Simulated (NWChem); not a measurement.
Molecule: Si2H4OCl2; SMILES [SiH2](O)[SiH](Cl)Cl

```xyz
9

O      0.3660     2.8248     0.1356
Si    -0.8041     1.6996    -0.2464
Si    -0.0535    -0.3797     0.5380
Cl    -1.1137    -1.9313    -0.3250
Cl     1.9327    -0.4544    -0.0883
H      1.2692     2.5778    -0.0921
H     -1.0263     1.5504    -1.7183
H     -2.0643     2.1339     0.4139
H     -0.0460    -0.6053     2.0088
```
Atoms are numbered in this order, from 1.

All runs: NWChem. Geometry: optimised at PBE0/def2-SVP. Level: PBE0/def2-SVP with SMD (1 M gas to 1 M solution), gas-phase geometry. Reactions with the solvent are ignored.

| solvent | dielectric constant | solvation free energy (kcal/mol) | cavity-dispersion-structure term (kcal/mol) | dipole in solution (D) |
|---|---|---|---|---|
| water | 78.4 | -2.7 | 2.9 | 0.76 |
| n-hexane | 1.88 | [?] | -2.5 | 0.73 |
| 1,4-dioxane | 2.21 | -3.3 | -1.8 | 0.75 |
| benzene | 2.27 | -4.4 | -2.8 | 0.75 |

What belongs in the gaps?


- n-hexane, solvation free energy (kcal/mol): -3.8
